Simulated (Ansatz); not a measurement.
Basis-set series for Cl$_{2}$FHSTi (`[F][Ti]([SH])([Cl])[Cl]`). The species carries charge 0 and has multiplicity 1. All single points use the PBE0-D4/def2-TZVP geometry. It is one conformer, not always the lowest.

```json
{"functional": "PBE0-D4", "basis": "def2-SVP", "functions": "104", "energy (Eh)": "-2267.41670", "HOMO (eV)": "-8.30", "LUMO (eV)": "-3.55"}
{"functional": "PBE0-D4", "basis": "def2-TZVPP", "functions": "235", "energy (Eh)": "-2268.11360", "HOMO (eV)": "-8.36", "LUMO (eV)": "-3.48"}
{"functional": "ωB97M-V", "basis": "def2-SVP", "functions": "104", "energy (Eh)": "-2267.99499", "HOMO (eV)": "-10.35", "LUMO (eV)": "-1.32"}
{"functional": "ωB97M-V", "basis": "def2-TZVPP", "functions": "235", "energy (Eh)": "-2268.68906", "HOMO (eV)": "-10.47", "LUMO (eV)": "-1.32"}
```

(1) Give the rows for def2-QZVPP. (Estimate.)

Results:

(1) Computed: 
```
functional       basis  functions  energy (Eh)  HOMO (eV)  LUMO (eV)
   PBE0-D4  def2-QZVPP        390  -2268.17411      -8.38      -3.50
   ωB97M-V  def2-QZVPP        390  -2268.74610     -10.49      -1.34
```

Scalar relativity is left out up to krypton.
